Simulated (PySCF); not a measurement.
Compound: C3H6ClOSi (doublet state).
Atom-mapped SMILES: `[OH:1][CH:2]/[C:3]([Cl:4])=[CH:5]\[SiH3:6]` (hydrogens: H7 on O1; H8 on C2; H9 on C5; H10, H11, H12 on Si6)

Structure used (GFN2-xTB), in Å, numbered top down from 1:
```xyz
12
C3H6ClOSi angstrom
O      2.548   -0.501   -0.982
C      1.266   -0.258   -0.693
C      0.770   -0.060    0.576
Cl     1.994   -0.141    1.861
C     -0.533    0.184    0.928
Si    -1.958    0.278   -0.270
H      3.052   -0.512   -0.148
H      0.617   -0.225   -1.552
H     -0.736    0.322    1.978
H     -3.167    0.505    0.522
H     -2.083   -0.973   -1.027
H     -1.768    1.380   -1.220
```

The hyperfine couplings belong to this conformer and change with its torsions.

Method used: UKS B3LYP, pcH-1 on C Cl H O Si, non-relativistic, mean-field spin-orbit, GIAO (PySCF 2.14.0). One conformer (not necessarily the lowest) at the GFN2-xTB geometry, without solvent, vibrations or thermal averaging. A GFN2-xTB geometry isn't a minimum of the functional, and hyperfine couplings can be far from their values at a DFT geometry. The SCF solution wasn't tested for stability.

**Question.** Where do the isotropic ENDOR lines of H9, H8, H10/H11/H12, H7 and Cl4 fall at 1209.1 mT, to first order?

**Answer.** ν± = |νn ± a/2|, one line for each electron-spin manifold; νn = |g_N| × 7.62259 MHz/T × B.

```
     nuclei  isotope     g_N  νn (MHz)  a_iso (MHz)  lower line (MHz)  upper line (MHz)
         H9       1H  5.5857     51.48       -37.77             32.59             70.37
         H8       1H  5.5857     51.48       -35.85             33.55             69.41
H10/H11/H12       1H  5.5857     51.48        19.46             41.75             61.21
         H7       1H  5.5857     51.48        -9.66             46.65             56.31
        Cl4     35Cl  0.5479      5.05        -1.91              4.10              6.00
```

**Question.** Which pairs are centred on the nuclear Larmor frequency, and which on half the coupling?

**Answer.** Centred on νn, since |a| < 2νn: H9, H8, H10/H11/H12, H7 and Cl4. No pair has |a| > 2νn.

**Question.** At what field would the lower line of H8 fall to zero frequency?

**Answer.** Where νn = |a|/2, that is B = 17.93 MHz/(5.5857 × 7.62259 MHz/T) = 421 mT, as far as first order holds there.

Class means assume fast exchange of nuclei equivalent by connectivity; if that motion is slow, each nucleus keeps its own coupling. The three 1H nuclei of mean +19.5 MHz run from -1.1 to 31.0 MHz in the frozen geometry.

Main isotope only: 35Cl (natural samples also hold 24 % 37Cl, magnetic too, which adds its own pattern).

The SMILES draws the unpaired electron on C2; the largest computed Mulliken spin population is on C5 (0.63 against 0.50).
